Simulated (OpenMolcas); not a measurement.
An atom or ion with 72 electrons was computed by MS-CASPT2, IPEA 0.25 Eh, imaginary shift 0.1 Eh with spin-orbit coupling (OpenMolcas, ANO-RCC-VTZP, DKH2). The lowest levels that the run gave, each within 12 % of the measured value where one is at hand:

```
J  Parity  E (cm⁻¹)      g
0    even       0.0       
1    even      2460  1.500
2    even      4870  1.483
3    even      6820  1.469
4    even      8300  1.442
0    even     10920       
1    even     11660  0.123
2    even     13170  1.010
1    even     14000  1.372
2    even     15290  0.794
4    even     15390  0.981
3    even     15620  1.236
```

Q: Which ion is it, and what are the configurations and terms?

A: W2+ (Z = 74, charge +2; active space 4 electrons in 6 orbitals (5d 6s)). J, parity and g give the terms where levels are pure, and mixed ones are named by the computed weights; the size of the splittings, set against known spectra of the 72-electron sequence, gives the charge. In order, with the measured energies in cm⁻¹ (NIST levels as listed in McCann et al., Mon. Not. R. Astron. Soc. 538, 537 (2025)): 5d⁴ ⁵D₀ [65 %], 5d⁴ ⁵D₁ (2256), 5d⁴ ⁵D₂ (4461), 5d⁴ ⁵D₃ (6278), 5d⁴ ⁵D₄ (7687), 5d⁴ ³P₀ [60 %] (9904), 5d³ 6s ⁵F₁ (10969), 5d³ 6s ⁵F₂ (12427), 5d⁴ ³P₁ (12881), 5d⁴ ³F₂ [68 %], 5d⁴ ³H₄ [51 %], 5d³ 6s ⁵F₃.

CASPT2 breaks the degeneracy within a term, and the mean is taken; among the terms shown or strongly mixed into the levels shown the widest spread is 660 cm-1 (5d³ 6s ⁵F). Blocks of more than 70 roots (2S+1 = 3 even, 1 even) ran without multistate coupling. Some high roots are left out of the spin-orbit mixing, which shifts the levels that they would mix with. Terms from blocks run as CI alone lack orbitals of their own. Configurations are named by rounded mean occupations; where the s occupation lies near a half they are strongly mixed, a name can repeat and a true partner stay unpaired. A single d shell beside an s shell can misplace configurations of different d count against each other. The CASPT2 spread within a term exceeds the gap to the next term for 5d³ 6s ⁵F and 5d⁴ ³F, so the order of their levels is uncertain, and so are names and mixing where such terms share a J. Measured partners are found by configuration, term and J. A level has none where our copy of the source lacks it or the pairing is in doubt (some pairs that miss far off the trend of their configuration count as doubtful), and it then counts in no deviation. Only configurations of the active space appear.

A share in square brackets marks a mixed level and gives the weight of the term that names it.
